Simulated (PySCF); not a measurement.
Core binding energy against partial charge

C3H5FSSi.
Structure used (GFN2-xTB), in Å, numbered top down from 1:
```
atom  x, y, z in Å
C1    -2.141   -0.260    0.305
C2    -0.820   -0.231    0.201
Si3    0.479    0.983   -0.448
C4     1.662   -0.458    0.096
F5     2.319   -1.057   -0.951
S6     0.301   -1.511    0.737
H7    -2.666   -1.096    0.735
H8    -2.738    0.566   -0.043
H9     0.675    2.184    0.360
H10    0.521    1.182   -1.891
H11    2.413   -0.299    0.873
```

Binding energies: delta-SCF UKS SCAN, pcX-2 on the ionised atom, pcseg-1 elsewhere, spin-free X2C in PySCF. Charges: PBE0/pcSseg-1 ground-state density, for the ionised atom.

| atom | environment | C 1s (eV) | Mulliken (e) | IAO (e) | Hirshfeld (e) | ESP (e) |
| --- | --- | --- | --- | --- | --- | --- |
| C1 | terminal =CH2 carbon | 289.92 | -0.063 | -0.330 | -0.119 | -0.546 |
| C2 | fully substituted alkene carbon | 290.73 | -0.633 | -0.357 | -0.111 | -0.058 |
| C4 | sp3 C–F carbon | 292.82 | -0.148 | -0.171 | -0.033 | -0.106 |

**Question.** Give the correlation coefficient and slope of binding energy on charge for each scheme.

**Answer.** Hirshfeld: r = 0.98, slope 30.9 eV per e; IAO: r = 0.92, slope 13.7 eV per e; ESP: r = 0.65, slope 3.6 eV per e; Mulliken: r = 0.11, slope 0.5 eV per e. Hirshfeld charges have the highest r, on only 3 points.

**Question.** The point-charge model writes a binding energy as kq + V + constant, with V the potential of the other atoms' charges at the site. What does it give with the IAO charges?

**Answer.** V = Σ 14.40 eV Å × q/r over all other atoms: +2.80 eV at C1, +2.87 eV at C2, +2.22 eV at C4. Fitting binding energy − V to q gives k = 17.2 eV per e and leaves an rms residual of 0.49 eV, against 0.49 eV for the fit on q alone. The model has no term for differences in relaxation between sites.

Spin contamination (⟨S²⟩ against 0.75 for a pure doublet) is marked for C 1s of C2 (0.87), which makes this value less certain. Geometry: GFN2-xTB; no solvent, vibrations or thermal averaging.
